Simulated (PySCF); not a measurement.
PySCF input (CCSD(T)/cc-pVDZ):

```python
from pyscf import gto, scf, mp, cc as ccmod

mol = gto.M(
    atom='''
    Cl   -0.04437157   -1.69641557    0.34948186
    Si   -0.52029828    0.06651973   -0.60843415
    Cl    0.47564959    1.64401686    0.26999675
    H    -0.04755029   -0.04049805   -2.01305818
    ''',
    basis='cc-pvdz',
    charge=0,
    spin=1,
    verbose=4,
)

mf = scf.UHF(mol)
mf.conv_tol = 1e-10
mf.max_cycle = 100
mf.kernel()
mo, _, stable, _ = mf.stability(return_status=True)
if not stable:
    mf.kernel(mf.make_rdm1(mo, mf.mo_occ))
mp2 = mp.MP2(mf, frozen=15).run()
cc = ccmod.CCSD(mf, frozen=15)
cc.max_cycle = 100
cc.kernel()
et = cc.ccsd_t()
print(f'E(CCSD(T)) = {cc.e_tot + et:.9f}')
```

End of the output:

```
Extra cycle  E= -1208.58143227145  delta_E= -3.64e-12  |g|= 1.22e-06  |ddm|= 3.17e-06
converged SCF energy = -1208.58143227145  <S^2> = 0.75417779  2S+1 = 2.0041734
uhf_internal: lowest eigs of H = [0.40565196 0.41261913 0.41843987]
<class 'pyscf.scf.uhf.UHF'> wavefunction is stable in the internal stability analysis

******** <class 'pyscf.mp.ump2.UMP2'> ********
nocc = (np.int64(10), np.int64(9)), nmo = (44, 44)
frozen orbitals 15
E(UMP2) = -1208.9255622536  E_corr = -0.344129982146901
E(SCS-UMP2) = -1208.9159647851  E_corr = -0.334532513654126
E_corr(same-spin) = -0.0904886133717167
E_corr(oppo-spin) = -0.253641368775184

******** <class 'pyscf.cc.uccsd.UCCSD'> ********
CC2 = 0
CCSD nocc = (np.int64(10), np.int64(9)), nmo = (44, 44)
frozen orbitals 15
max_cycle = 100
direct = 0
conv_tol = 1e-07
conv_tol_normt = 1e-06
diis_space = 6
diis_start_cycle = 0
diis_start_energy_diff = 1e+09
Init t2, MP2 energy = -0.344129978155829
Init E_corr(UCCSD) = -0.344129978157499
cycle = 1  E_corr(UCCSD) = -0.368958328428942  dE = -0.0248283503  norm(t1,t2) = 0.0675163
cycle = 2  E_corr(UCCSD) = -0.375775557872996  dE = -0.00681722944  norm(t1,t2) = 0.0219604
cycle = 3  E_corr(UCCSD) = -0.377990573190999  dE = -0.00221501532  norm(t1,t2) = 0.0119568
cycle = 4  E_corr(UCCSD) = -0.378813878796954  dE = -0.000823305606  norm(t1,t2) = 0.00442612
cycle = 5  E_corr(UCCSD) = -0.378635514664016  dE = 0.000178364133  norm(t1,t2) = 0.00220542
cycle = 6  E_corr(UCCSD) = -0.378658277879492  dE = -2.27632155e-05  norm(t1,t2) = 0.000586462
cycle = 7  E_corr(UCCSD) = -0.378671555541817  dE = -1.32776623e-05  norm(t1,t2) = 0.000217208
cycle = 8  E_corr(UCCSD) = -0.378671294125804  dE = 2.61416013e-07  norm(t1,t2) = 7.09399e-05
cycle = 9  E_corr(UCCSD) = -0.378670429530377  dE = 8.64595427e-07  norm(t1,t2) = 3.67331e-05
cycle = 10  E_corr(UCCSD) = -0.37866986402677  dE = 5.65503607e-07  norm(t1,t2) = 1.28785e-05
cycle = 11  E_corr(UCCSD) = -0.378669780829731  dE = 8.3197039e-08  norm(t1,t2) = 5.52189e-06
cycle = 12  E_corr(UCCSD) = -0.378669718572859  dE = 6.22568725e-08  norm(t1,t2) = 2.19157e-06
cycle = 13  E_corr(UCCSD) = -0.378669725236607  dE = -6.66374894e-09  norm(t1,t2) = 1.06818e-06
cycle = 14  E_corr(UCCSD) = -0.378669711851935  dE = 1.33846721e-08  norm(t1,t2) = 4.62715e-07
UCCSD converged
E(UCCSD) = -1208.960101983302  E_corr = -0.3786697118519354
UCCSD(T) correction = -0.00867036750592504
E(CCSD(T)) = -1208.968772351
```

It need not be the lowest isomer of its formula.
